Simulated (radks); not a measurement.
Valence configurations of Ag+ (all share [Kr]). Calculated with a radial shooting solver on a logarithmic mesh with Libxc functionals: Dirac Kohn-Sham, BLYP, spin-unpolarised, spherical densities, point nucleus; open shells are shared between the two j in proportion to 2j + 1. Energies are relative to 4d10; eigenvalues in eV.

\begin{tabular}{lrrrrrr}
valence & E (eV) & e(4d3/2) & e(4d5/2) & e(5p1/2) & e(5p3/2) & e(5s1/2) \\ \hline
4d10 & 0.000 & -15.926 & -15.359 & - & - & - \\
4d8 5p2 & 24.899 & -26.001 & -25.346 & -9.886 & -9.463 & - \\
4d8 5s2 & 12.590 & -23.267 & -22.621 & - & - & -14.238 \\
4d8 5s1 5p1 & 18.646 & -24.676 & -24.025 & -9.238 & -8.842 & -15.130 \\
4d9.5 5p0.5 & 4.934 & -18.421 & -17.832 & -7.577 & -7.281 & - \\
4d9 5s1 & 5.161 & -19.472 & -18.866 & - & - & -12.854 \\
4d9 5p1 & 10.705 & -20.935 & -20.324 & -8.383 & -8.047 & - \\
4d9.5 5s0.5 & 2.313 & -17.663 & -17.076 & - & - & -12.162 \\
4d8 5s1.5 5p0.5 & 15.593 & -23.983 & -23.334 & -8.893 & -8.510 & -14.694 \\
4d8.5 5p1.5 & 17.353 & -23.462 & -22.829 & -9.149 & -8.770 & - \\
\end{tabular}

NIST lists [Kr] 4d10 as the ground configuration; this level of theory agrees among the configurations tried. The energies are those of spherical spin-averaged densities, not of single terms.
